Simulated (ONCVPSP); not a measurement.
**What one change does to a pseudopotential (tellurium, ONCV)**

| Property | Result |
| --- | --- |
| Element | Te (Z = 52) |
| Generator | ONCVPSP 4.0.1 |
| Type | optimised norm-conserving Vanderbilt (ONCV) |
| Functional | LDA (Perdew-Wang 92) |
| Relativity | fully relativistic |
| Frozen core | [Kr] 4d10 |
| Valence charge | 6 |
| Reference configuration | 5s1.75 5p4.25 |
| Partial waves | 5s: rc 1.70 bohr, ncon 5, nbas 10, qcut 3.4 1/bohr, 2 projectors, debl 3.5 Ha; 5p: rc 1.70 bohr, ncon 4, nbas 8, qcut 3.9 1/bohr, 2 projectors, debl 1.8 Ha |
| Local potential | polynomial inside 1.60 bohr (lpopt 1, dvloc0 0 Ha) |
| Core correction | Teter function fitted to the true core (icmod 2), fcfact 0.25 |

Open shells are filled in proportion to 2j + 1.

Change: s: ncon 3, nbas 8.

Cutoffs: the cutoffs (Ha) at which the residual kinetic energy of the hardest occupied pseudo-wave falls to 1 and 0.1 mHa per electron; they do not see the model core or the augmentation charge, which bear on the density cutoff. Errors are all-electron minus pseudo energies relative to the spin-unpolarised reference configuration.

Problem. What does the change do?

Solution. The potential gets neither clearly harder nor softer (26 Ha and 69 Ha → 26 Ha and 69 Ha); the p channel sets the loose cutoff, while the largest relative change is in s, which becomes harder; of the 4 tests that both files solve, the error grows in 2 and shrinks in 0 by more than 15 % and 0.3 meV (median size 4.1 → 4.5 meV); neither file shows a bound ghost.

```tsv
quantity	base	changed
cutoff, loose	26 Ha	26 Ha
cutoff, tight	69 Ha	69 Ha
loose cutoff by channel	s 14 Ha, p 26 Ha	s 19 Ha, p 26 Ha
bound ghosts	none	none
GHOST(+) flags under 300 eV	s at 86.8 eV	s at 88.4 eV
error for 5s2 5p4, meV [ΔE -2.31 eV]	-0.3	-0.8
error for 5s2 5p3, meV [ΔE 7.62 eV]	+0.1	-0.4
error for 5s2 5p2, meV [ΔE 25.82 eV]	-7.9	-8.2
error for 5s1 5p4, meV [ΔE 17.52 eV]	-9.7	-8.8
s: phases at 1.72 bohr within 0.05 rad from the reference energy up to (Ha; the scan ends near 5)	3.2	3.2
p3/2: phases at 1.72 bohr within 0.05 rad from the reference energy up to (Ha; the scan ends near 5)	3.2	3.2
p1/2: phases at 1.72 bohr within 0.05 rad from the reference energy up to (Ha; the scan ends near 5)	3.5	3.5
rms error of d²Exc/dni dnj with the model core, mHa	4.96	4.92
```

Base: The cutoffs count occupied waves only; projector 2 of the p channel, the hardest unoccupied one, needs 89 Ha at the loose tolerance. Changed file: The cutoffs count occupied waves only; projector 2 of the p channel, the hardest unoccupied one, needs 89 Ha at the loose tolerance.
